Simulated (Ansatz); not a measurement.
Isomers of C2H6OSeSi, relaxed with PBE0-D4/def2-TZVP in Ansatz; electronic energies, one conformer each and not always the lowest. Functionals use def2-TZVPP; CBS adds triple-zeta CCSD(T) − MP2 to the MP2 limit of def2-TZVPP and def2-QZVPP.

Outer-core shells of Se are correlated without core-valence functions. Scalar relativity is left out up to krypton. Spin–orbit coupling is left out.

(1) Order them by energy at frozen-core CCSD(T)/CBS, lowest first. (Estimate.)
A. `O[SiH]1C[Se]C1`
B. `CC1(O)[SiH2][Se]1`
C. `C[Si]1([SeH])CO1`

(2) How do B2PLYP, B3LYP, PBE0-D4, ωB97M-V place them (kJ/mol, against `O[SiH]1C[Se]C1`)? (Estimate.)

Results:

(1) A (0.0 kJ/mol), C (66.6 kJ/mol), B (166.3 kJ/mol).

(2) Computed: 
| isomer | B2PLYP | B3LYP | PBE0-D4 | ωB97M-V |
| --- | --- | --- | --- | --- |
| `CC1(O)[SiH2][Se]1` | 163.2 | 155.6 | 154.5 | 168.3 |
| `C[Si]1([SeH])CO1` | 60.4 | 52.3 | 59.2 | 61.4 |

B3LYP here is the variant with VWN-RPA as its local correlation; programs differ in this.
